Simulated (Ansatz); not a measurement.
Mulliken charges of `[NH2][GaH][CH]=O` from PBE/def2-TZVPP in Ansatz (PBE0-D4/def2-TZVP geometry).

```tsv
atom	x (Å)	y (Å)	z (Å)	charge (e)
N1	-0.709	1.277	-0.529	-0.363
Ga2	0.738	0.344	0.017	0.187
C3	0.192	-1.546	0.526	0.034
O4	-0.966	-1.866	0.432	-0.214
H5	-1.625	0.860	-0.551	0.167
H6	-0.712	2.235	-0.833	0.154
H7	2.154	1.000	0.048	-0.028
H8	0.928	-2.304	0.891	0.062
```

By hand: the dipole of these point charges (1 e Å = 4.8032 D).

Σ q r = (0.225, 0.264, -0.046) e Å, of length 0.350 e Å = 1.68 D.

How does the dipole of the full density compare? (Estimate.)

The calculation gave: (0.184, 0.256, -0.049) e Å, 1.53 D; the point charges give 1.10 times that, at 5° from its direction.

Point charges leave out the atoms' own dipoles, such as those of lone pairs, and Mulliken's split depends on the basis, so the close match here is no proof of good charges.
